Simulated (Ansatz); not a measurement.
All numbers were calculated with Ansatz.

A structure relaxed at PBE0-D4/def2-TZVP, charge 0, multiplicity 1:

Cartesian coordinates in Å:
```
C 0.557 -0.770 0.265
Al -0.519 0.747 -0.249
Cl 0.240 2.692 -0.140
Br -2.631 0.531 -0.992
H 0.014 -1.710 0.150
H 1.465 -0.815 -0.342
H 0.873 -0.675 1.308
```

Q: Give its formula and SMILES.

A: CH3AlBrCl, `[CH3][Al]([Cl])[Br]`.

Q: Point group (tolerance 0.08 Å, 0.16 Å for H)?

A: Cs.

Q: Summarise the bond lengths by kind.

A: 1 × Al–C 1.929 Å; 3 × C–H 1.091 to 1.094 Å; 1 × Al–Cl 2.091 Å; 1 × Al–Br 2.249 Å.
